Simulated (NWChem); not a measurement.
A series in which one site is exchanged, each optimised at PBE0/def2-SVP with NWChem, gas phase unless a solvent is named. For some, no frequency run checked for a minimum. def2 effective core potentials on Cd, Te; no spin-orbit coupling.

A: [TeH][SiH3] (SiH4Te; site = Te)
B: [SiH3][BeH] (BeSiH4; site = Be)
C: [SiH3][ZnH] (ZnSiH4; site = Zn)
D: [SiH3][CdH] (CdSiH$_{4}$; site = Cd)

**Question.** Rank them by dipole (D), PBE0/def2-SVP, lowest first.

**Answer.** D (0.34), B (0.40), C (0.48), A (0.62)
